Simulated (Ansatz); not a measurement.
Total energies of Ge(NH2)H3 (GeNH₅) from Ansatz at ωB97X-V/def2-TZVP, gas phase (1 Eh = 27.2114 eV = 2625.5 kJ/mol). The reference geometry is relaxed at r2SCAN-D4/def2-TZVP.

| state | geometry | energy (Eh) |
| --- | --- | --- |
| charge 0 singlet | reference | -2134.57462 |
| charge 1 doublet | reference | -2134.21129 |
| free Ge atom (triplet) | – | -2076.71856 |
| free N atom (quartet) | – | -54.58629 |
| free H atom (doublet) | – | -0.50049 |

(1) Work out the vertical ionisation energy to the doublet.

(2) What is the binding energy per atom against free atoms?

(1) E(charge 1 doublet) − E(charge 0 singlet) = -2134.21129 − (-2134.57462) = 0.36333 Eh = 9.89 eV. For comparison, −ε of the highest occupied level is 9.81 eV at this level, 0.08 eV less.

(2) Atoms: 1 × (-2076.71856) + 1 × (-54.58629) + 5 × (-0.50049) = -2133.80730 Eh. Binding: -2133.80730 − (-2134.57462) = 0.76732 Eh = 20.88 eV, or 2.98 eV for each of 7 atoms (no zero-point energy, no counterpoise term).
